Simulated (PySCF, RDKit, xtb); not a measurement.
Dimer: HF (SMILES F) (first 2 atoms) with H2 (SMILES [H][H]); geometry from B3LYP-D3(BJ)/def2-TZVP.
(charge 0, multiplicity 1):
```csv
atom,x (Å),y (Å),z (Å)
F,0.0691,0.0916,-0.1267
H,0.1090,0.0822,0.7990
H,0.5677,0.0801,2.7175
H,-0.1769,0.0417,2.7504
```

Interaction energies are E(AB) − E(A) − E(B) at the monomers' geometry in the complex; basis-set methods are counterpoise corrected. Rows marked so take none. RDKit's UFF carries no charges.

Rows in STO-3G carry no dispersion term and start afresh at each structure.

Codes used: PySCF for STO-3G rows; RDKit for the force fields; xtb for the GFN methods. Each number belongs to the level named beside it.

**Question.** One of these levels gives 2.05 kcal/mol for the interaction energy. Which one is it?
A. GFN2-xTB
B. HF/STO-3G (no counterpoise)
C. UFF
D. GFN-FF

**Answer.** B, HF/STO-3G (no counterpoise). The others give 6.68 (UFF), 1.09 (GFN-FF), -0.94 (GFN2-xTB)
